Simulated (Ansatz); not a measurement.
`c1c[se]c(-c2ccc(-c3ccc(-c4ccc[se]4)[se]3)[se]2)c1` with charge +1. The state is a doublet with charge 1. Geometry PBE-D4/def2-SVP, that of the neutral singlet; atoms count from 1.

```xyz
30

C    -5.988    2.780   -2.086
C    -6.250    3.722   -1.114
Se   -4.914    3.753    0.194
C    -4.040    2.369   -0.771
C    -2.795    1.811   -0.312
C    -2.048    2.137    0.818
C    -0.851    1.406    1.007
C    -0.561    0.444    0.040
C     0.562   -0.445   -0.044
C     0.853   -1.406   -1.011
C     2.050   -2.138   -0.821
C     2.795   -1.811    0.310
C     4.040   -2.369    0.771
C     4.782   -2.041    1.902
C     5.986   -2.780    2.090
C     6.249   -3.722    1.118
Se    4.916   -3.754   -0.192
Se    1.928   -0.427    1.276
Se   -1.928    0.427   -1.279
C    -4.784    2.041   -1.901
H    -6.661    2.614   -2.940
H    -7.108    4.402   -1.048
H    -2.376    2.921    1.519
H    -0.183    1.580    1.865
H     0.186   -1.580   -1.869
H     2.378   -2.921   -1.521
H     4.452   -1.258    2.603
H     6.657   -2.613    2.945
H     7.108   -4.402    1.054
H    -4.456    1.259   -2.602
```

Single mean-field runs in def2-TZVP are fitted with def2-universal-jkfit.

Estimate the Mulliken populations of the heavy atoms from the PBE0/def2-TZVP orbitals of Ansatz.


```
atom  charge (e)  spin (α − β)
  C1       -0.16         -0.03
  C2       -0.18          0.15
 Se3        0.23          0.00
  C4       -0.09         -0.01
  C5        0.07          0.17
  C6       -0.13          0.01
  C7       -0.14          0.09
  C8        0.00          0.09
  C9        0.00          0.09
 C10       -0.14          0.09
 C11       -0.13          0.01
 C12        0.07          0.17
 C13       -0.09         -0.01
 C14       -0.13          0.10
 C15       -0.16         -0.03
 C16       -0.18          0.15
Se17        0.23          0.00
Se18        0.19         -0.05
Se19        0.19         -0.05
 C20       -0.13          0.10
```
Mulliken values depend strongly on the basis.

Where does the spin sit?

Summed by element: C 1.13, Se -0.09, H -0.04, of 1 unpaired in all. Largest on single atoms: C5 0.17, C12 0.17, C16 0.15.

And the Mayer bond orders between heavy atoms (over 0.3)?

C1–C2 1.60 (1.38 Å); C1–C20 1.36 (1.43 Å); C2–Se3 1.23 (1.87 Å); Se3–C4 1.24 (1.90 Å); C4–C5 1.13 (1.44 Å); C4–C20 1.38 (1.39 Å); C5–C6 1.31 (1.39 Å); C5–Se19 1.21 (1.90 Å); C6–C7 1.43 (1.42 Å); C7–C8 1.29 (1.39 Å); C8–C9 1.20 (1.43 Å); C8–Se19 1.20 (1.90 Å); C9–C10 1.29 (1.39 Å); C9–Se18 1.20 (1.90 Å); C10–C11 1.43 (1.42 Å); C11–C12 1.31 (1.39 Å); C12–C13 1.13 (1.44 Å); C12–Se18 1.21 (1.90 Å); C13–C14 1.38 (1.39 Å); C13–Se17 1.24 (1.90 Å); C14–C15 1.36 (1.43 Å); C15–C16 1.60 (1.38 Å); C16–Se17 1.23 (1.87 Å).
